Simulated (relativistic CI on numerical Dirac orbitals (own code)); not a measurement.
# Hyperfine structure of Tl⁶⁴⁺, mass number 204

Method of calculation: Dirac-Coulomb-Breit CI, separate exchange-only KLI orbitals for each configuration, model QED (radiative potential, 1s self-energy scaled to tabulated hydrogen-like ionisation energies), unscaled Slater integrals (own radial code, finite nucleus).

CI space (outside the closed core [Ne]): 3s2 3p5, 3s2 3p4 3d, 3s 3p6, 3s 3p5 3d, 3s 3p4 3d2, 3p6 3d, 3s2 3p3 3d 4p, 3s2 3p4 4s, 3s 3p4 3d 4s, 3p6 4s, 3s2 3p4 4p, 3p6 4p, 3s2 3p3 3d2, 3s2 3p2 3d3, 3s 3p3 3d3, 3s2 3p2 3d2 4s, 3s2 3p2 3d2 4p. Double excitations out of closed p, d and f shells are left out; levels of such configurations are missing from the list, as are those of other unlisted configurations, and high levels can miss mixing partners.

Nuclear spin I = 2, μ = 0.09 μN (tables of Stone and Pyykkö). The electronic factors are computed for point nuclear moments, without core polarisation or the Bohr-Weisskopf and QED corrections.

```json
{"Level": "3s2 3p5 2P°_3/2", "E (10³ cm⁻¹)": "0.0", "A (GHz)": "13.11"}
{"Level": "3s2 3p4 3d 4P_1/2", "E (10³ cm⁻¹)": "2206.3", "A (GHz)": "19.96"}
{"Level": "3s2 3p4 3d 2D_3/2", "E (10³ cm⁻¹)": "2405.9", "A (GHz)": "7.488"}
{"Level": "3s2 3p4 3d 4F_9/2", "E (10³ cm⁻¹)": "3143.3", "A (GHz)": "7.424"}
{"Level": "3s2 3p4 3d 2P_1/2", "E (10³ cm⁻¹)": "3215.3", "A (GHz)": "-9.022"}
{"Level": "3s2 3p4 3d 2D_5/2", "E (10³ cm⁻¹)": "3409.4", "A (GHz)": "3.793"}
{"Level": "3s2 3p4 3d 2D_5/2", "E (10³ cm⁻¹)": "3507.9", "A (GHz)": "5.538"}
{"Level": "3s2 3p5 2P°_1/2", "E (10³ cm⁻¹)": "4352.7", "A (GHz)": "134.7"}
```

Levels with J = 0, under 50 % of one LS term, or S terms without an open s electron are left out. Small factors come from cancelling terms and can be off by tens of per cent or more.

At this charge energies of transitions that change n are usually good to better than 1 %, and those within a shell (Δn = 0) to a few per cent.

Task: Give the hyperfine levels of 3s2 3p4 3d 4P_1/2 relative to its centre of gravity.

Result: With K = F(F + 1) − I(I + 1) − J(J + 1), E = AK/2: F = 3/2: -29.94, F = 5/2: 19.96 GHz.

LS names give the leading component of a level, which can be under half, so a name can repeat, a term be missing and a line seem to break the LS rules.
